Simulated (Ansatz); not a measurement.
Gas-phase reaction (SMILES): C[Si](F)(F)Cl [chloro-difluoro-methylsilane] -> [CH2][Si](F)(F)Cl + H atom; the C-H bond at the site shown breaks (other sites are not compared here).

Geometries: B3LYP-D3(BJ)/def2-TZVP minima from Ansatz (a quantum-chemistry and plane-wave program), one conformer each, not searched for the lowest. Correlated levels leave the core frozen unless marked. UHF or UKS for open shells. Spin-orbit coupling is left out. Non-relativistic. CBS(X,Y): correlation extrapolated as X^-3; Hartree-Fock from the larger set. [CCSD(T)-MP2]/basis is that difference in the basis named. Thermal terms are rigid-rotor harmonic-oscillator values from B3LYP-D3(BJ) frequencies (Ansatz) at 298.15 K and 1 atm. 1 Eh = 627.5095 kcal/mol. Atoms have translation alone. Electronic entropy comes from spin alone.

```csv
species,"E, RI-MP2/CBS(cc-pV(T+d)Z,cc-pV(Q+d)Z)+[CCSD(T)-MP2]/cc-pV(T+d)Z (Ansatz) (Eh)","E, PBE0-D4/def2-TZVPD (Ansatz + dftd4) (Eh)",H - E (Eh),G - E (Eh)
C[Si](F)(F)Cl,-988.50460,-989.12868,0.05226,0.01410
[CH2][Si](F)(F)Cl,-987.82869,-988.45779,0.03882,-0.00073
H atom,-0.49995,-0.50104,0.00236,-0.01065
```

Work out ΔE and ΔH, ΔG, ΔS and the equilibrium constant at 298.15 K at the first level, then ΔH at the second.


1. ΔE = [(-987.82869) + (-0.49995)] - [(-988.50460)] = 0.17596 Eh = 110.4 kcal/mol at RI-MP2/CBS(cc-pV(T+d)Z,cc-pV(Q+d)Z)+[CCSD(T)-MP2]/cc-pV(T+d)Z.
2. The terms H - E add up to -0.01108 Eh, so ΔH = (0.17596 + (-0.01108))×627.5095 = 103.5 kcal/mol.
3. The terms G - E add up to -0.02548 Eh, so ΔG = 94.4 kcal/mol, and ΔS = (-0.01108 - (-0.02548))×627509.5/298.15 = 30.3 cal/(mol K).
4. log10 K = -ΔG/(RT ln 10) = -69.2, with RT ln 10 = 1.3642 kcal/mol.
5. With ΔH and ΔS taken as constant, ΔG changes sign near ΔH/ΔS = 3420 K, a rough figure that leaves out heat capacities.
6. At PBE0-D4/def2-TZVPD the same steps give ΔE = 106.6 and ΔH = 99.6 kcal/mol, a shift of -3.9 from the first level.
7. These values are not checked against measurement here, since the tables used lack a sound gas-phase enthalpy of formation for at least one species.
